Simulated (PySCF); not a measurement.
diisopropyl telluride (C₆H₁₄Te), SMILES CC(C)[Te]C(C)C. The structure is a stationary point at PBE-D3(BJ)/def2-SVP. The def2 effective core potentials stand for the cores of Te; spin–orbit coupling is left out. Other conformers were not sampled.

Computed equilibrium geometry at PBE-D3(BJ)/def2-SVP (PySCF confirms it by a frequency run) as bond lengths and angles (one conformer of several):
Atoms: C1 C2 C3 Te4 C5 C6 C7 H8 H9 H10 H11 H12 H13 H14 H15 H16 H17 H18 H19 H20 H21. Bonds (Å): C1–C2 1.523, C1–H8 1.109, C1–H9 1.113, C1–H10 1.108, C2–C3 1.526, C2–Te4 2.219, C2–H11 1.110, C3–H12 1.108, C3–H13 1.112, C3–H14 1.110, Te4–C5 2.221, C5–C6 1.526, C5–C7 1.527, C5–H15 1.111, C6–H16 1.107, C6–H17 1.109, C6–H18 1.113, C7–H19 1.107, C7–H20 1.110, C7–H21 1.113. Bond angles (°): C2–C1–H8 111.3, C2–C1–H9 110.0, C2–C1–H10 112.4, H8–C1–H9 107.9, H8–C1–H10 107.9, H9–C1–H10 107.2, C1–C2–C3 112.9, C1–C2–Te4 112.2, C1–C2–H11 110.3, C3–C2–Te4 107.7, C3–C2–H11 109.7, Te4–C2–H11 103.5, C2–C3–H12 112.2, C2–C3–H13 110.1, C2–C3–H14 111.4, H12–C3–H13 107.7, H12–C3–H14 108.1, H13–C3–H14 107.2, C2–Te4–C5 95.5, Te4–C5–C6 111.7, Te4–C5–C7 109.7, Te4–C5–H15 102.1, C6–C5–C7 112.8, C6–C5–H15 110.3, C7–C5–H15 109.7, C5–C6–H16 112.3, C5–C6–H17 111.2, C5–C6–H18 110.2, H16–C6–H17 107.4, H16–C6–H18 108.0, H17–C6–H18 107.5, C5–C7–H19 112.1, C5–C7–H20 111.5, C5–C7–H21 110.1, H19–C7–H20 107.8, H19–C7–H21 108.2, H20–C7–H21 106.9.
Charge 0, spin multiplicity 1.
